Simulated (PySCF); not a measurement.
Te(Me)(OH) (CH4OTe), SMILES C[Te]O. Coordinates come from a B3LYP-D3(BJ)/def2-SVP optimisation. The def2 effective core potentials stand for the cores of Te; spin–orbit coupling is left out. The values are those of a single conformer.

Question: Give the equilibrium geometry at B3LYP-D3(BJ)/def2-SVP (PySCF confirms it by a frequency run) as bond lengths and angles. (The exact figures need the calculation; the answer reports its results.)

Answer: One answer among several that fit: 
Atoms: Te1 C2 H3 H4 H5 O6 H7. Bonds (Å): Te1–C2 2.170, Te1–O6 2.020, C2–H3 1.097, C2–H4 1.098, C2–H5 1.100, O6–H7 0.969. Bond angles (°): C2–Te1–O6 95.4, Te1–C2–H3 110.8, Te1–C2–H4 107.6, Te1–C2–H5 107.6, H3–C2–H4 110.9, H3–C2–H5 110.1, H4–C2–H5 109.8, Te1–O6–H7 106.3.
